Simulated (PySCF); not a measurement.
## Bi(III) with different ligands

Computed with PySCF 2.14.0, PBE0, def2-SVP on the ligands, density fitting, scalar-relativistic core potentials, no spin-orbit coupling, vacuum. The metal has def2-SVP with ECP60. Each complex is relaxed within the symmetry of a template of the same shape. Distances are means of the shortest metal–ligand contacts, charges and spins Mulliken's; removal energies are rigid, with the ligand's formal charge and no counterpoise, so too large; for an anion taken off a cation in vacuum most of it is the attraction of opposite charges, and multiply charged cations can part far more cheaply with an electron moved from ligand to metal. Ligands: Cp cyclopentadienyl, mal malondialdehyde enolate.

| complex | point group | M–first ligand (Å) | charge on M (e) | HOMO–LUMO gap (eV) | removal of one first-named ligand (eV) | strongest infrared band, degenerate modes summed (cm⁻¹) | unstable modes (below −25 cm⁻¹) |
| --- | --- | --- | --- | --- | --- | --- | --- |
| [Bi(NH2)]2+ | C2v | 2.019 | 1.79 | 3.91 | 29.59 | 3344 | 0 |
| [Bi(Cp)]2+ | C5v | 2.482 | 1.20 | 6.11 | 30.06 | 3229 | 0 |
| [BiF]2+ | C∞v | 1.938 | 2.21 | 6.85 | 26.35 | 722 | 0 |

Task: What does the calculation give for [Bi(mal)]2+?

Result: point group: C2v, M–first ligand (Å): 2.102, charge on M (e): 1.73, HOMO–LUMO gap (eV): 3.36, removal of one first-named ligand (eV): 28.84, strongest infrared band, degenerate modes summed (cm⁻¹): 1567, unstable modes (below −25 cm⁻¹): 0.
```xyz
9

Bi    0.0000    0.0000   -0.4595
O     1.4005    0.0000    1.1082
O    -1.4005    0.0000    1.1082
C     1.2358    0.0000    2.3938
C    -1.2358    0.0000    2.3938
C     0.0000    0.0000    3.0490
H     2.1806    0.0000    2.9626
H    -2.1806    0.0000    2.9626
H     0.0000    0.0000    4.1440
```

One start shape was tried for each, so a minimum needn't be the lowest isomer.
